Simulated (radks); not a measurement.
Values are calculated unless marked as measured or tabulated.
Question: Rb II, configuration [Kr] (the NIST ground configuration). Level of theory: scalar-relativistic Kohn-Sham, BLYP, spin-unpolarised, spherical densities, point nucleus (a radial shooting solver on a logarithmic mesh with Libxc functionals). Some entries of the table are withheld. Estimate them.

orbital,occ.,eigenvalue (Ry),<r^2> (bohr^2),r(max) (bohr)
1s,2,(1),0.002187,(2)
2s,2,(3),0.03729,0.1496
2p,6,-131.3138,0.02942,0.1196
3s,2,-22.30120,0.2997,(4)
3p,6,-16.93570,0.3148,0.4463
3d,10,(5),0.3385,0.3928
4s,2,-2.75516,2.404,1.257
4p,6,(6),3.426,1.423

Answer: 
(1) 1s eigenvalue (Ry): -1105.631
(2) 1s r(max) (bohr): 0.02629
(3) 2s eigenvalue (Ry): -148.0511
(4) 3s r(max) (bohr): 0.4509
(5) 3d eigenvalue (Ry): -8.05750
(6) 4p eigenvalue (Ry): -1.57842
